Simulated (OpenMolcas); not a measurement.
**Co2+: ligand-field states by method**

Co2+ with its 6 nearest fluoride ions at 2.045 Å, on the Zn site of KZnF3 (a = 4.054 Å, distance in the model lattice 2.027 Å). The rest of the host is ab initio model potentials to 7.6 Å, with orthogonalisation functions on the cations behind the ligands, and point charges beyond; the distance is set by hand and nothing relaxes. Ligand basis ANO-RCC-VDZP.

* Program: OpenMolcas 26.06
* Basis: ANO-RCC-VDZP [5s4p2d1f]
* Scalar Hamiltonian: DKH2, point nucleus
* Active space: 7 electrons in 5 orbitals (3d)
* State averaging: 2S+1 = 4 even, 10 roots; 2S+1 = 2 even, 40 roots
* Spin-orbit coupling: state interaction with AMFI integrals over the reference wave functions

I. CASSCF
II. SS-CASPT2, IPEA 0.25 Eh, imaginary shift 0.1 Eh (closed shells correlated: 3s 3p and the ligand valence shells)

Spin-free states (labels of O, the rotations of Oh) in cm-1, each column counted from its own energy of the first state listed:

```csv
State,Degeneracy,I,II
4T1,3,0,0
4T2,3,6179,8270
4A2,1,13504,17320
2E,2,15148,12400
2T1,3,20055,17650
2T2,3,20316,18060
4T1,3,23345,22170
2A1,1,24340,22890
2T1,3,25880,21280
2T2,3,28544,26430
2T1,3,29106,28060
2E,2,31144,29560
2T2,3,34226,32520
2E,2,34615,34430
2T1,3,34689,34610
2T2,3,46731,41320
2T1,3,47615,43380
2A2,1,48414,43840
2E,2,72004,64450
2T2,3,72135,64070
```

From I to II, I's first state of the same spin (4T2) moves from 6179 to 8270 cm-1, by about +2100 cm-1.

From I to II, I's first state of another spin (2E) moves from 15148 to 12400 cm-1, by about -2800 cm-1.

I: A least-squares ligand-field fit to the states below 45000 cm-1, each weighted by its degeneracy and with a free common offset, gives 10Dq = 6989 cm-1, B = 1215 cm-1 and C = 4478 cm-1 (C/B = 3.69), with an rms deviation of 119 cm-1. The same method and metal basis give the free ion B = 1230 cm-1 (fit to its terms below 60000 cm-1, rms deviation 20 cm-1), so the nephelauxetic ratio is β = 1215 / 1230 = 0.99; it hangs on how both fits weigh the states, and computed free-ion B values tend to be too large, so β mixes covalency with correlation.

χT at 300 K: I 3.60, II 3.52 cm3 K/mol.

Roots that are degenerate in the reference are averaged as groups; the widest CASPT2 spread within a group is 410 cm-1 (the 3-fold group of multiplicity 2 near 28100 cm-1 above the lowest state of its run, II). Shifts and gaps below about the spread of the groups concerned are not significant. Over all roots computed the reference weight is 0.73 to 0.74 in II; a low but even weight reflects the number of correlated electrons. An orbital triplet at a regular site is open to Jahn-Teller coupling, which can distort the site and quench the lowest spin-orbit gaps and is left out. Ligand-to-metal charge-transfer states are missing. Without dynamic correlation the repulsion within the d shell is too large (B by tens of per cent), so at a given field states of lower spin stand too high (holds for I). With no ligand orbital active B as a rule stays too high, so bands that hang on it stand too high and its fall with covalency is understated (holds for I). With metal d orbitals alone and no dynamic correlation 10Dq can be off by a tenth to a fifth, either way, in oxide and fluoride hosts (holds for I). A single d shell leaves out the double-shell effect, which counts most for late 3d ions, where the CASPT2 field can be off either way by tens of per cent (holds for II). These CASPT2 states fit no ligand-field parameters well, so their order and spin gaps are uncertain (holds for II). For late 3d ions with one d shell CASPT2 can put B and the spin-flip bands somewhat low as well as high (holds for II). With one d shell and no ligand orbital active, 10Dq can be off by tens of per cent for divalent 3d ions, low with halides held by bare charges and at times high in hosts (holds for II). Free-ion shares, where given, are those of the reference states; single-state CASPT2 does not remix them (holds for II). No measured value stands beside these numbers; the geometry was set by hand and not optimised.
